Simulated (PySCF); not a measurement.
**Steps of a relaxation of [Yb(H2O)4]3+**

[Yb(H2O)4]3+ (singlet in the valence; each metal's 4f electrons, 13 of them, lie in its core potential, out of spins and levels; a saddle point, relaxed within its symmetry). PySCF 2.14.0, RKS r2SCAN, Yb lcecp-1-SVP with ECP59, O def2-SVP, H def2-SVP; non-relativistic Hamiltonian with scalar-relativistic core potentials where named; density fitting; no spin-orbit coupling. Origin of the start: template. Columns: position (Å) and force (eV/Å). Energies are counted from the last step; some of the 8 steps are shown. Forces carry noise of the integration grid, about 0.01 to 0.03 eV/Å.

Run from Python with OMP_NUM_THREADS=2. Where DIIS fails, smearing, a level shift and second-order steps follow.
It took 100 s on 2 threads of Arm Neoverse V1, with other jobs on the host, from the converged density of the start.

```xyz
13
step 0  E = 0.533 eV
Yb    0.0000    0.0000    0.0000     0.00    0.00    0.00
O     1.3842    1.3842    1.3842    -1.27   -1.19   -1.19
H     1.7248    1.1804    2.2693     0.29   -0.11    0.63
H     1.7248    2.2693    1.1804     0.29    0.63   -0.11
O    -1.3842   -1.3842    1.3842     1.27    1.19   -1.19
H    -1.7248   -1.1804    2.2693    -0.29    0.11    0.63
H    -1.7248   -2.2693    1.1804    -0.29   -0.63   -0.11
O     1.3842   -1.3842   -1.3842    -1.27    1.19    1.19
H     1.7248   -2.2693   -1.1804     0.29   -0.63    0.11
H     1.7248   -1.1804   -2.2693     0.29    0.11   -0.63
O    -1.3842    1.3842   -1.3842     1.27   -1.19    1.19
H    -1.7248    2.2693   -1.1804    -0.29    0.63    0.11
H    -1.7248    1.1804   -2.2693    -0.29   -0.11   -0.63
```

```xyz
13
step 2  E = 0.067 eV
Yb    0.0000    0.0000    0.0000     0.00    0.00    0.00
O     1.3111    1.3085    1.3085     0.13    0.27    0.27
H     1.6697    1.1311    2.2220    -0.18   -0.06   -0.41
H     1.6697    2.2220    1.1311    -0.18   -0.41   -0.06
O    -1.3111   -1.3085    1.3085    -0.13   -0.27    0.27
H    -1.6697   -1.1311    2.2220     0.18    0.06   -0.41
H    -1.6697   -2.2220    1.1311     0.18    0.41   -0.06
O     1.3111   -1.3085   -1.3085     0.13   -0.27   -0.27
H     1.6697   -2.2220   -1.1311    -0.18    0.41    0.06
H     1.6697   -1.1311   -2.2220    -0.18    0.06    0.41
O    -1.3111    1.3085   -1.3085    -0.13    0.27   -0.27
H    -1.6697    2.2220   -1.1311     0.18   -0.41    0.06
H    -1.6697    1.1311   -2.2220     0.18   -0.06    0.41
```

```xyz
13
step 5  E = 0.000 eV
Yb    0.0000    0.0000    0.0000     0.00    0.00    0.00
O     1.2782    1.2903    1.2903     0.03    0.04    0.04
H     1.6490    1.0935    2.1843    -0.01   -0.02    0.00
H     1.6490    2.1843    1.0935    -0.01    0.00   -0.02
O    -1.2782   -1.2903    1.2903    -0.03   -0.04    0.04
H    -1.6490   -1.0935    2.1843     0.01    0.02    0.00
H    -1.6490   -2.1843    1.0935     0.01    0.00   -0.02
O     1.2782   -1.2903   -1.2903     0.03   -0.04   -0.04
H     1.6490   -2.1843   -1.0935    -0.01    0.00    0.02
H     1.6490   -1.0935   -2.1843    -0.01    0.02    0.00
O    -1.2782    1.2903   -1.2903    -0.03    0.04   -0.04
H    -1.6490    2.1843   -1.0935     0.01    0.00    0.02
H    -1.6490    1.0935   -2.1843     0.01   -0.02    0.00
```

**Question.** Where does the relaxation end?

**Answer.** It converges at step 7 in D2d:
```xyz
13
step 7  E = 0
Yb    0.0000    0.0000    0.0000
O     1.2796    1.2916    1.2916
H     1.6509    1.0930    2.1849
H     1.6509    2.1849    1.0930
O    -1.2796   -1.2916    1.2916
H    -1.6509   -1.0930    2.1849
H    -1.6509   -2.1849    1.0930
O     1.2796   -1.2916   -1.2916
H     1.6509   -2.1849   -1.0930
H     1.6509   -1.0930   -2.1849
O    -1.2796    1.2916   -1.2916
H    -1.6509    2.1849   -1.0930
H    -1.6509    1.0930   -2.1849
```

**Question.** How did the contacts change?

**Answer.** 
```json
{"contact": "Yb1–O2 (H2O)", "start (Å)": "2.398", "end (Å)": "2.230"}
{"contact": "Yb1–O5 (H2O)", "start (Å)": "2.398", "end (Å)": "2.230"}
{"contact": "Yb1–O8 (H2O)", "start (Å)": "2.398", "end (Å)": "2.230"}
{"contact": "Yb1–O11 (H2O)", "start (Å)": "2.398", "end (Å)": "2.230"}
```


An lcecp potential fixes the number of 4f electrons, so in runs with it no electron can move into or out of that shell.
